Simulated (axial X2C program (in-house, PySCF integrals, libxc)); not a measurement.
**Worked dissociation energy of BeSe⁻: CCSD(T), without spin–orbit coupling**

All values were computed with an in-house all-electron X2C program for linear molecules (integrals from PySCF). Spin-free means the one-electron spin-free X2C Hamiltonian. Basis: Se dyall-acv3z [9s10p7d5f1g], Be dyall-av3z [9s9p4d2f] (cores contracted in-house); Gaussian nuclei, density fitting, unrestricted open shells. Masses: Se 79.917 u, Be 9.012 u.

Molecular state: M_S = 1/2, Λ = 0 (beyond evenly filled blocks: σα).

Correlated methods: 9 electrons correlated (number of frozen shells: Se 3 s, 2 p, 1 d; Be 1 s), 255 virtual spin orbitals or spinors in MP2, 89 natural virtuals in coupled cluster.

| Property | Result |
| --- | --- |
| E(Se-) (2M_S = 1, M_L = 0) | -2428.344660 hartree |
| E(Be) (2M_S = 0, M_L = 0) | -14.621067 hartree |
| E(BeSe⁻) at Re | -2443.076328 hartree |
| ωe | 750.5 cm⁻¹ |
| ωexe | 4.12 cm⁻¹ |

Q: Work out De and D0.

A: De = -2428.344660 + (-14.621067) − (-2443.076328) = 0.11060 hartree = 3.010 eV. The zero-point energy is ωe/2 − ωexe/4 = 374 cm⁻¹ = 0.046 eV, so D0 = 2.963 eV.

The state is one determinant whose occupation by symmetry is held fixed; it was picked as the lowest of a PBE0 search that is not exhaustive. Dissociation energies refer to the lowest single-determinant-based atoms at the same level and basis. Coupled cluster ran in a truncated set of natural virtual spinors; the MP2 energy of the rest was added. (T) has no such correction and the atoms are truncated less, which lowers De at CCSD(T) by a hundredth of an eV or more. Spin-free De lacks the spin–orbit lowering of the heavy p-block atom, a tenth of an eV or more for 4p and 5p, up to an eV for 6p and one to two eV for 7p atoms, less what an open-shell molecule gains itself.

Each atomic determinant is the lowest at this level and need not be a pure term. Totals compare only within one Hamiltonian and basis.
